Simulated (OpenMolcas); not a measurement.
Tc3+ among 4 point charges of -2 e arranged as a tetrahedron (Td).

* Program: OpenMolcas
* Method: SS-CASPT2, IPEA 0.25 Eh, imaginary shift 0.1 Eh (closed shells correlated: 4s 4p)
* Basis: ANO-RCC-VDZP [6s5p3d1f]
* Scalar Hamiltonian: DKH2, point nucleus
* Active space: 4 electrons in 5 orbitals (4d)
* State averaging: 2S+1 = 5 even, 5 roots; 2S+1 = 3 even, 45 roots; 2S+1 = 1 even, 50 roots
* Spin-orbit coupling: RASSI with atomic mean-field integrals over the reference wave functions

All point charges move together. At R = 1.92 Å the first state of the same spin is 4560 cm-1, and at R = 2.11 Å it is 3360 cm-1.

Q: A third run gives 5510 cm-1. What distance was it run at?

A: With a power law R^-n the two known points give n = -ln(3360 / 4560) / ln(2.11 / 1.92) = 3.24. Then R = 1.92 × (4560 / 5510)^(1/3.24) = 1.811 Å. The run was at 1.76 Å, so the estimate is off by +0.051 Å.

Roots that are degenerate in the reference are averaged as groups; the widest CASPT2 spread within a group is 430 cm-1 (the 3-fold group of multiplicity 3 near 39600 cm-1 above the lowest state of its run, R = 1.92). Shifts and gaps below about the spread of the groups concerned are not significant. An orbital triplet at a regular site is open to Jahn-Teller coupling, which can distort the site and quench the lowest spin-orbit gaps and is left out. Point charges give a weaker field than real ligands, and real ions of this kind are as a rule low spin; the high spin found here belongs to the model. Free-ion shares, where given, are those of the reference states; single-state CASPT2 does not remix them. The ground term spreads over less than 5000 cm-1, several times less than with real ligands, so orbital moments are less quenched and χT lies further from the spin-only value than at real sites (holds for R = 1.92; R = 2.11). Point charges carry no covalency, so the field is a model and not that of real ligands. No measured value stands beside these numbers.
